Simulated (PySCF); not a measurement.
Level of theory: B3LYP-D3(BJ)/def2-TZVP // PBE0-D4/def2-TZVP in PySCF 2.14.0. All species are isolated molecules in the gas phase. One relaxed conformer stands for a flexible species; it need not be the lowest. B3LYP has the VWN-RPA correlation part, as in Gaussian. Delta-SCF ions had no search for a lower state. Excitations are Tamm–Dancoff values on a coarser integration grid. The basis has no diffuse functions, so Rydberg states are missing or too high.

Reference species (SMILES): `[SiH3]Cl` (neutral, multiplicity 1).

HOMO–LUMO gap: 8.48 eV
vertical ionisation energy (Delta-SCF): 11.43 eV
S1 excitation (TDA): 7.28 eV

Changed species: `O=C[SiH2]Cl` (O–C–Si–Cl torsion 180°) (X = formyl; the reference has X = H).

Problem. What does the change do to the HOMO–LUMO gap, vertical ionisation energy (Delta-SCF) and S1 excitation (TDA)?

Solution. the HOMO–LUMO gap falls by 3.54 eV, to 4.94 eV; the vertical ionisation energy (Delta-SCF) decreases by 1.69 eV, to 9.74 eV; the S1 excitation (TDA) falls by 4.04 eV, to 3.24 eV.
